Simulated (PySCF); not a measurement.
## Rotational lines of CuBr

Lines J+1 ← J of the vibrational ground state, computed from RHF-CCSD(T) constants of CuBr, ¹Σ⁺ (singlet), closed shell (PySCF, no relativity, basis sets Cu def2-TZVPPD, Br def2-TZVPPD; masses 62.9296 and 78.9183 u), in MHz:

```
J  ν (MHz)
5  35056.8
6  40899.2
7  46741.3
8  52583.2
9  58424.8
```

(1) Find B0 and the effective bond length r0; with αe = 0.000413 cm⁻¹, find Re.

Correlated steps freeze 14 core orbitals. Where the molecule has an RHF reference, its open-shell atoms are computed with UHF. The CCSD T1 diagnostic is raised, a sign that a single reference may not be enough here.

Answers

(1) ν = 2B0(J+1) − 4D(J+1)³ gives B0 = 0.097450 cm⁻¹. With the reduced mass μred = 35.011 u, r0 = √(16.8576/(μred·B0)) (u, cm⁻¹, Å) = 2.2228 Å. Be = B0 + αe/2 = 0.097656 cm⁻¹ gives Re = 2.220 Å.
